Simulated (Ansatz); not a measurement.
Molecule: sum formula Si$_{2}$H$_{4}$Cl$_{2}$, net charge 0, singlet state. 
Geometry from a B3LYP-D3(BJ)/def2-TZVP (Ansatz, a first-principles code) optimisation:
SMILES: [SiH3][SiH](Cl)Cl
```xyz
8

Si    -2.1276    -0.0442     0.0331
Si     0.1597    -0.2006     0.4945
Cl     1.0025     1.6815     0.3739
Cl     1.0474    -1.4343    -0.9045
H     -2.7346    -1.3933     0.1085
H     -2.2943     0.5118    -1.3280
H     -2.7669     0.8478     1.0280
H      0.4980    -0.7415     1.8249
```

Property: vertical triplet-singlet gap (E(triplet) - E(singlet); each state is the SCF solution reached for its spin), in kcal/mol. Correlated levels leave the core frozen unless marked. UHF or UKS for open shells. No spin-orbit coupling. No relativistic terms. CBS(X,Y): correlation extrapolated as X^-3; Hartree-Fock from the larger set. The bracket is a focal-point correction in the basis named.

| level | program | vertical triplet-singlet gap (kcal/mol) |
|---|---|---|
| HF/aug-cc-pV(Q+d)Z | Ansatz | 137.8 |
| PBE/def2-TZVPD | Ansatz | 120.0 |
| wB97M-V/def2-TZVPD | Ansatz | 138.4 |
| MP2/aug-cc-pV(T+d)Z | Ansatz | 141.6 |
| RI-MP2/aug-cc-pV(Q+d)Z | Ansatz | 142.1 |
| RI-MP2/CBS(aug-cc-pV(T+d)Z,aug-cc-pV(Q+d)Z) | Ansatz | 142.7 |
| SCS-MP2/aug-cc-pV(D+d)Z | Ansatz | 145.5 |
| CCSD(T)/aug-cc-pV(D+d)Z | Ansatz | 139.4 |
| RI-MP2/CBS(aug-cc-pV(T+d)Z,aug-cc-pV(Q+d)Z)+[CCSD(T)-MP2]/aug-cc-pV(D+d)Z | Ansatz | 139.2 |
| RI-MP2/CBS(aug-cc-pV(T+d)Z,aug-cc-pV(Q+d)Z)+[CCSD(T)-MP2]/aug-cc-pV(T+d)Z | Ansatz | 139.3 |
